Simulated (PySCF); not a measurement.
# [Ce(SH)2]2+ relaxed at several levels

Computed with PySCF 2.14.0, PBE0, def2-SVP on the ligands, density fitting, scalar-relativistic core potentials, no spin-orbit coupling, vacuum. Each row is relaxed at its own level from the same template. Distances are means of the shortest metal–ligand contacts, charges and spins Mulliken's; removal energies are rigid, with the ligand's formal charge and no counterpoise, so too large; for an anion taken off a cation in vacuum most of it is the attraction of opposite charges, and multiply charged cations can part far more cheaply with an electron moved from ligand to metal. lcecp potentials hold a fixed number of 4f electrons in the core, out of states, spins and gaps.

```csv
level,basis on the metal,point group,M–SH (Å),charge on M (e),HOMO–LUMO gap (eV),removal of one SH (eV),"strongest infrared band, degenerate modes summed (cm⁻¹)",unstable modes (below −25 cm⁻¹)
PBE0,lcecp-2-SVP with ECP46,C2v,2.437,1.59,–,22.14,2588,0
```

(1) What does the calculation give for PBE0, def2-SVP with ECP28?

One start shape was tried for each, so a minimum needn't be the lowest isomer.

## Answers

(1) point group: C2, M–SH (Å): 2.448, charge on M (e): 1.40, HOMO–LUMO gap (eV): 3.46, removal of one SH (eV): 21.40, strongest infrared band, degenerate modes summed (cm⁻¹): 2605, unstable modes (below −25 cm⁻¹): 0.
```xyz
5

Ce    0.0000    0.0000   -0.1825
S     2.3068    0.2344    0.6036
H     3.1454   -0.4946   -0.1927
S    -2.3068   -0.2344    0.6036
H    -3.1454    0.4946   -0.1927
```
